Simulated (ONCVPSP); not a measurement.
**Varying the ONCV potential for P (Z = 15)**

Base potential:

phosphorus, optimised norm-conserving Vanderbilt (ONCV), made with ONCVPSP 4.0.1 (PBE, scalar-relativistic). Core [Ne], reference 3s2 3p3. Waves: 3s: rc 1.40 bohr, ncon 3, nbas 8, qcut 5.1 1/bohr, 2 projectors, debl 1.3 Ha; 3p: rc 1.55 bohr, ncon 4, nbas 7, qcut 6.4 1/bohr, 1 projector. Local part: polynomial inside 1.10 bohr (lpopt 5, dvloc0 0 Ha). Core correction: Teter function, fcfact 1.5, rcfact 1.6.

Cutoffs, loose and tight: the cutoffs (Ha) at which the residual kinetic energy of the hardest occupied pseudo-wave falls to 1 and 0.1 mHa per electron. They do not see the model core or the augmentation charge, which bear on the density cutoff. Test errors are all-electron minus pseudo excitation energies from the reference, over the configurations 3s2 3p2; 3s2 3p1; 3s2 3p0; 3s1 3p3. A dash means not determined; rows that change the core or the reference have their own tests.

A true bound ghost makes a file unfit for plane-wave use even where its test errors are small: the radial tests pick states by their node count and pass the ghost by.

```csv
change,outcome,"cutoff, loose","cutoff, tight",bound ghosts,GHOST(+) flags above zero,largest test error (meV)
base,generated,10 Ha,13 Ha,none,s,+8.2
"all radii but the core radius scaled by about 0.89 (s 1.26, p 1.38 bohr); local potential polynomial inside 0.98 bohr (lpopt 5, dvloc0 0 Ha)",generated,10 Ha,59 Ha,none,s,-6.3
"all radii but the core radius scaled by about 1.11 (s 1.54, p 1.72 bohr); local potential polynomial inside 1.22 bohr (lpopt 5, dvloc0 0 Ha)",generated,10 Ha,13 Ha,none,s,+7.1
"all radii but the core radius scaled by about 1.33 (s 1.86, p 2.06 bohr); local potential polynomial inside 1.46 bohr (lpopt 5, dvloc0 0 Ha)",generated,9.0 Ha,12 Ha,none,s,+9.4
```

Q: What comes out with this change to the base: all radii but the core radius scaled by about 1.19 (s 1.66, p 1.84 bohr); local potential polynomial inside 1.30 bohr (lpopt 5, dvloc0 0 Ha)?

A: outcome: generated; cutoff, loose: 9.7 Ha; cutoff, tight: 13 Ha; bound ghosts: none; GHOST(+) flags above zero: s; largest test error (meV): +7.5.

Q: What comes out with this change to the base: all radii but the core radius scaled by about 0.81 (s 1.14, p 1.26 bohr); local potential polynomial inside 0.90 bohr (lpopt 5, dvloc0 0 Ha)?

A: outcome: generated; cutoff, loose: 65 Ha; cutoff, tight: 166 Ha; bound ghosts: s; GHOST(+) flags above zero: none; largest test error (meV): -16.

Reading the sweep of the scale of all radii but the core radius (base = 1) (base included, trends over the rows without a ghost): The loose cutoff stays near 10 Ha. The median size of the test errors (rows with all tests solved) is not monotonic: lowest 2.4 meV at 1, highest 5.6 meV at 1.33. Bound ghosts are found at 0.81.
